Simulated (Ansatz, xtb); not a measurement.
## Two isomers of C2H3Te−

We compare a, `C=[C-][TeH]`, a singlet, with b, `[CH-]1C[Te]1`, a singlet. Both are isolated ions in the gas phase, relaxed with PBE0-D3(BJ)/def2-SVPD; each stands in its lowest conformer found.

Energies in hartree; the thermal terms are from PBE0-D3(BJ)/def2-SVPD harmonic frequencies (ideal gas, rigid rotor, one conformer each, 298.15 K, 1 atm) and include the zero-point energy:

```
                               a           b
E, CCSD(T)/def2-SVPD  −344.802462  −344.812834
    E, MP2/def2-SVPD  −344.750184  −344.764568
  E, MP2/def2-TZVPPD  −345.236725  −345.252893
   zero-point energy     0.033747     0.039227
        H(298 K) − E     0.039228     0.044016
        G(298 K) − E     0.005669     0.011640
```

Q: Correct the CCSD(T) difference for the basis set by the MP2 change, then work out ΔE, ΔE₀, ΔH and ΔG for a → b in kcal/mol (1 Eh = 627.51 kcal/mol) and the equilibrium ratio [b]/[a].

A: 1. Differences b − a: CCSD(T) −0.010372, MP2 in the small set −0.014384, MP2 in the large set −0.016168 Eh.
2. ΔE = −0.010372 + (−0.016168 − (−0.014384)) = −0.012156 Eh = −7.63 kcal/mol.
3. ΔE₀ = ΔE + ΔZPE = −0.012156 + (+0.005480) Eh = −4.19 kcal/mol.
4. ΔH = ΔE + (+0.004788) Eh = −4.62 kcal/mol.
5. ΔG = ΔE + (+0.005971) Eh = −3.88 kcal/mol, so ΔS = (ΔH − ΔG)/T = −10.4 J/(mol K).
6. kT = 0.9442 mEh, so K = [b]/[a] = exp(−ΔG/kT) = exp(+6.55) ≈ 700.

Structure b is favoured at this temperature. An error of 1 kcal/mol in ΔG would change K by a factor of 5.4. Mirror images and further conformers aren't counted.

As drawn, b has 1 C–C, 1 C–Te, 1 C–H in place of 1 C=C, 1 Te–H. Structure a has no ring, b a 3-membered ring.

Other levels gave ΔE = −5.9 (GFN2-xTB); −29.6 (HF/STO-3G, GFN2-xTB geometries); −5.3 (r2SCAN-D4/def2-SVPD, GFN2-xTB geometries); −8.3 (PBE0-D3(BJ)/def2-SVPD); −9.7 (HF/def2-SVPD); −9.0 (MP2/def2-SVPD); −6.5 (CCSD(T)/def2-SVPD) kcal/mol. The correlated steps freeze 6 core orbitals; the filled d shell of Te is correlated, in a basis made for valence electrons. Atoms past krypton carry core potentials in the def2 sets, without spin–orbit terms. Programs: Ansatz 0.2.0, xtb 6.7.1.
